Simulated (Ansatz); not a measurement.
Abstraction of F: SiH(SiH3)F2 + GaH(CH3) → SiH(SiH3)F + GaH(CH3)F

Species: SiH(SiH3)F2, singlet; GaH(CH3), doublet; SiH(SiH3)F, doublet; GaH(CH3)F, singlet. A radical takes F: the energy is the difference in strength between the Si–F bond broken and the Ga–F bond made.

Shapes, held fixed at every level: PBE0-D4/def2-TZVP. Programs: Ansatz 0.2.0. Electronic energies: no zero-point or thermal term.

| level | kind | ΔE (kJ/mol) | less CCSD/def2-SVP |
| --- | --- | --- | --- |
| MP2/def2-SVP | perturbation theory | +57.0 | -0.6 |
| MP2/def2-TZVPP | perturbation theory | +77.1 | +19.5 |
| HF/def2-SVP | Hartree–Fock | +66.9 | +9.3 |
| BHLYP-D4/def2-TZVPP | global hybrid | +84.5 | +26.9 |
| PBE0-D4/def2-TZVPP | global hybrid | +73.3 | +15.7 |
| wB97M-V/def2-TZVPP | range-separated hybrid | +85.4 | +27.8 |
| B2PLYP/def2-TZVPP | double hybrid | +77.4 | +19.8 |
| CCSD/def2-SVP | coupled cluster or CI | +57.6 | 0.0 |

The highest level, CCSD/def2-SVP, gives ΔE = +57.6 kJ/mol; the levels span +57.0 to +85.4. The column of differences is taken from that level and isn't an error. No measured value is set beside it here. Open shells run unrestricted. Relativity is left out for Ga. Outer-core shells of Ga are correlated in most correlated rows, in sets that cover them unevenly.
